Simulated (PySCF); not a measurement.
**Distorted geometries of Bi2O2(OH)2**

Bi2O2(OH)2 (singlet; a saddle point, relaxed within its symmetry). PySCF 2.14.0, RKS PBE, Bi def2-SVP with ECP60, O def2-SVP, H def2-SVP; non-relativistic Hamiltonian with scalar-relativistic core potentials where named; density fitting; no spin-orbit coupling. Relaxed geometry:

```xyz
8

Bi   -0.0690    0.4296    1.6232
Bi   -0.0690    0.4296   -1.6232
O     0.6218    1.6430    0.0000
O    -0.6104   -0.8581    0.0000
O     1.7559   -0.4567    2.2237
H     2.2753   -0.7033    1.4311
O     1.7559   -0.4567   -2.2237
H     2.2753   -0.7033   -1.4311
```

Problem. Order these distorted geometries by energy above the relaxed one, lowest first.
A.
```xyz
8

Bi   -0.1469    0.4608    1.5051
Bi   -0.0473    0.3241   -1.6472
O     0.6400    1.7166    0.0080
O    -0.5648   -0.8671    0.0753
O     1.7974   -0.4604    2.2672
H     2.3638   -0.6413    1.4167
O     1.7328   -0.4494   -2.2626
H     2.1609   -0.7594   -1.3624
```
B.
```xyz
8

Bi    0.0455    0.3536    1.6575
Bi    0.0149    0.4760   -1.6039
O     0.6477    1.8580    0.0468
O    -0.7662   -0.8526   -0.0117
O     1.8228   -0.5363    2.2760
H     2.2426   -0.6100    1.3452
O     1.7182   -0.6120   -2.2340
H     2.2104   -0.7527   -1.4759
```
C.
```xyz
8

Bi   -0.0912    0.4493    1.7000
Bi   -0.0433    0.4506   -1.6313
O     0.6841    1.6790   -0.0656
O    -0.5954   -0.9294    0.0725
O     1.6754   -0.4446    2.2496
H     2.2662   -0.7824    1.3361
O     1.6997   -0.3731   -2.1513
H     2.3405   -0.7253   -1.5101
```

Solution. B (0.71 eV), A (0.76 eV), C (0.85 eV).

Problem. Which forces (eV/Å) act in the one that lies 0.76 eV up?

Solution. 
```
Bi   1.93  0.97  3.76
Bi  -1.38  1.59  0.59
O   -0.35 -0.84 -1.37
O   -0.33 -1.61 -2.36
O   -0.18  0.26 -2.28
H   -1.25  0.43  1.80
O    2.16 -1.39  2.07
H   -0.59  0.58 -2.21
```
Forces carry noise of the integration grid, about 0.01 to 0.03 eV/Å.
